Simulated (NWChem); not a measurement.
Species: SbH3Te; SMILES [TeH][SbH2]

```xyz
5

Sb     0.0243     1.3856     0.0005
H     -1.1958     1.5097     1.2023
H     -1.1629     1.5146    -1.2337
Te    -0.0103    -1.3897     0.0001
H      1.6536    -1.4241     0.0012
```
Atoms are numbered in this order, from 1.

The geometry was optimised at PBE0/def2-SVP. def2 effective core potentials on Sb, Te; no spin-orbit coupling.

Task: List the 6 lowest vertical singlet excitations from PBE0/def2-SVPD with def2 effective core potentials on Sb, Te, full TDDFT (NWChem).

Result: 
| state | energy (eV) | oscillator strength | leading excitation (squared amplitude) |
|---|---|---|---|
| S1 | 3.40 | 0.004 | HOMO → LUMO (0.99) |
| S2 | 4.54 | 0.012 | HOMO → LUMO+1 (0.97) |
| S3 | 4.87 | 0.074 | HOMO−1 → LUMO (0.53) |
| S4 | 5.11 | 0.163 | HOMO → LUMO+2 (0.53) |
| S5 | 5.37 | 0.006 | HOMO → LUMO+3 (0.96) |
| S6 | 5.80 | 0.008 | HOMO−1 → LUMO+1 (0.98) |
